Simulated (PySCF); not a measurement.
# Computed records: AlBH5N2, AlBClH4N

All values are calculated (PySCF 2.14.0). Calculation on a computer-drawn molecule: the log of a Hartree-Fock and frozen-core CCSD(T) single point meant for a local Hartree-Fock minimum, with one planted fault or none, to be diagnosed. Offsets are logged minus clean, where the clean run is the same molecule without the fault. The reference is restricted for singlets and unrestricted otherwise, and also for a bond in bohr or an excited solution. Adding or removing an electron swaps singlet and doublet. The excited solution moves the top pair (singlet) or top alpha electron (doublet) to the lowest empty orbital. Highest occupied and lowest empty are orbital energies over both spins, largest force is the largest gradient component, triples share is (T) over the correlation energy, the T1 limit is 0.02 restricted and 0.045 unrestricted, electrons count all cores, a negative frequency is imaginary (commonest isotopes), and the dipole is about the centre of nuclear charge.

Common to all runs: meant charge 0; meant basis cc-pV(D+d)Z; logged SCF converged yes; logged CC converged yes; logged SCF stable within its kind yes; possible faults no fault, one electron removed, one electron added, multiplicity raised by two, geometry at a saddle point, SCF held on an excited solution, minimal basis STO-3G, one bond length entered in bohr, all coordinates scaled.

(1) AlBH5N2

Logged structure:
```xyz
9
AlBH5N2
N      0.1255    -0.2863    -0.4112
B      0.5249    -1.5884    -0.7961
N     -0.3905    -2.4532    -1.4442
Al     2.5594    -2.2926    -0.3987
H      0.7341     0.3560     0.0467
H     -0.7914     0.0821    -0.5698
H     -1.3357    -2.2014    -1.6580
H     -0.1549    -3.3772    -1.7336
H      2.9855    -3.7752    -0.8461
```

* meant multiplicity: 2
* logged electrons: 37
* logged basis functions: 29
* logged spin squared: 0.7559
* logged highest occupied: -3.4368 eV
* logged lowest empty: 8.3243 eV
* logged largest force: 0.040882 hartree/bohr
* logged T1 diagnostic: 0.016053
* logged D1 diagnostic: 0.068082
* logged triples share: 0.020935
* logged dipole magnitude: 1.4452 debye
* logged energy HF: -373.75263 hartree
* logged energy CCSD(T): -373.9491 hartree
* planted fault: minimal basis STO-3G
* HF energy offset from clean run: 2951 kcal/mol
* CCSD(T) energy offset from clean run: 3158 kcal/mol

Drawn bonds:
| atom | other atom | order |
| --- | --- | --- |
| 1 | 2 | 1 |
| 2 | 3 | 1 |
| 2 | 4 | 1 |
| 1 | 5 | 1 |
| 1 | 6 | 1 |
| 3 | 7 | 1 |
| 3 | 8 | 1 |
| 4 | 9 | 1 |

(2) AlBH5N2

Logged structure:
```xyz
9
AlBH5N2
N      0.1255    -0.2863    -0.4112
B      0.5249    -1.5884    -0.7961
N     -0.3905    -2.4532    -1.4442
Al     4.3696    -2.9191    -0.0452
H      0.7341     0.3560     0.0467
H     -0.7914     0.0821    -0.5698
H     -1.3357    -2.2014    -1.6580
H     -0.1549    -3.3772    -1.7336
H      4.7957    -4.4017    -0.4926
```

* meant multiplicity: 2
* logged electrons: 37
* logged basis functions: 90
* logged spin squared: 0.9486
* logged highest occupied: -7.5937 eV
* logged lowest empty: 1.1262 eV
* logged largest force: 0.022685 hartree/bohr
* logged T1 diagnostic: 0.039417
* logged D1 diagnostic: 0.17118
* logged triples share: 0.024461
* logged dipole magnitude: 1.9486 debye
* logged energy HF: -378.40034 hartree
* logged energy CCSD(T): -378.91891 hartree
* planted fault: one bond length entered in bohr, row 3 of the drawn bonds
* HF energy offset from clean run: 34.26 kcal/mol
* CCSD(T) energy offset from clean run: 39.58 kcal/mol

Drawn bonds:
| atom | other atom | order |
| --- | --- | --- |
| 1 | 2 | 1 |
| 2 | 3 | 1 |
| 2 | 4 | 1 |
| 1 | 5 | 1 |
| 1 | 6 | 1 |
| 3 | 7 | 1 |
| 3 | 8 | 1 |
| 4 | 9 | 1 |

(3) AlBClH4N

Logged structure:
```xyz
8
AlBClH4N
N     -0.6562     0.6015     0.2883
B     -1.2187    -0.6378     0.5520
Al    -2.7921    -1.7255    -0.4338
Cl    -0.5182    -1.5233     1.9862
H     -0.9514     1.1852    -0.4657
H      0.0827     0.9903     0.8408
H     -4.3077    -1.5359    -0.0083
H     -2.4623    -2.7885    -1.5628
```

* meant multiplicity: 1
* logged electrons: 46
* logged basis functions: 94
* logged spin squared: 0
* logged highest occupied: -10.046 eV
* logged lowest empty: 1.1086 eV
* logged largest force: 2.279e-05 hartree/bohr
* logged lowest frequency: 40.985 cm⁻¹
* logged T1 diagnostic: 0.013513
* logged D1 diagnostic: 0.048924
* logged triples share: 0.026799
* logged dipole magnitude: 3.1928 debye
* logged energy HF: -782.95962 hartree
* logged energy CCSD(T): -783.47506 hartree
* planted fault: no fault
* HF energy offset from clean run: 0 kcal/mol
* CCSD(T) energy offset from clean run: 0 kcal/mol

Drawn bonds:
| atom | other atom | order |
| --- | --- | --- |
| 1 | 2 | 1 |
| 2 | 3 | 1 |
| 2 | 4 | 1 |
| 1 | 5 | 1 |
| 1 | 6 | 1 |
| 3 | 7 | 1 |
| 3 | 8 | 1 |
